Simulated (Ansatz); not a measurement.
System: SiOF2, charge 0, multiplicity 1. SMILES: O=[Si](F)F
Geometry: optimised at B3LYP-D3(BJ)/def2-TZVP (Ansatz, an electronic-structure program).

Wanted: enthalpy of formation at 298 K, in kcal/mol. Set-up: six Cartesian d functions in 6-31G* and its kin unless marked 5d; non-relativistic; 6-311+G** with 5d, 6d on Na to Ar in Ansatz; frozen cores in correlated levels; UHF or UKS for open shells; LANL2DZ with its own core potentials from Na on; no spin-orbit coupling. Basis-set limits of correlation are two-point, X^-3; Hartree-Fock from the larger set. Ab initio and DFT rows: single points at B3LYP-D3(BJ) geometries (Ansatz), with unscaled harmonic terms from B3LYP/6-31G* (Ansatz) at its own minima, enthalpies of formation by atomisation with measured atoms.

Coupled cluster (Ansatz) is a level with limits of its own, used here on species with T1 under 0.025 (0.045 for open shells) and stable references: CCSD(T)/CBS(cc-pV(T+d)Z,cc-pV(Q+d)Z).

Value to compare with, CCSD(T)/CBS(cc-pV(T+d)Z,cc-pV(Q+d)Z) (Ansatz): -217.9 kcal/mol.

```tsv
level	program	enthalpy of formation at 298 K (kcal/mol)	difference
MP2/STO-3G	Ansatz	-19.2	198.7
MP2/3-21G	Ansatz	-104.1	113.8
MP2/LANL2DZ	Ansatz	-90.1	127.8
MP2/6-31G*	Ansatz	-201.1	16.8
MP2/6-311+G**	Ansatz	-192.0	25.9
```

Among the 5 habitual levels, MP2/STO-3G lies farthest from CCSD(T)/CBS(cc-pV(T+d)Z,cc-pV(Q+d)Z) (Ansatz) (198.7 kcal/mol) and MP2/6-31G* nearest (16.8); 5 of 5 lie above it, and their mean absolute difference is 96.6 kcal/mol, the median 113.8. One case shows no general order.

The sets are all those run for this method; left out are runs that failed, that the program found above a lower state of the same kind, or whose <S^2> lies over 0.5 above the pure value.
